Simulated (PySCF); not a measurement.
# Radial density of Pt⁺ (platinum, charge +1)

UHF, [Xe] 4f14 5d8 6p1, one real determinant (an excited configuration). Computed with PySCF 2.14 in aug-cc-pwCVTZ-PP with ECP60MDF (8s8p7d4f3g, 122 functions), with scalar relativity through the core potential. This is the valence pseudo-density: the core potential removes the inner electrons and smooths the orbitals near the nucleus.

```tsv
r (bohr)	4πr²ρ (e/bohr)	4πr²(ρα − ρβ)
0.150	0.0001217	0.0000
0.253	0.004624	0.0004
0.425	0.3976	0.0168
0.715	8.945	0.4600
1.20	13.82	1.6109
2.02	3.523	0.8598
3.40	0.5581	0.3854
5.72	0.07835	0.0772
9.63	0.0009415	0.0009
```

⟨L²⟩ = 14.06 against 20 for a pure G term, so this real determinant mixes terms. Energies and moments cover only the electrons outside the core potential. Spin-orbit coupling, absent here, splits the open shell strongly.
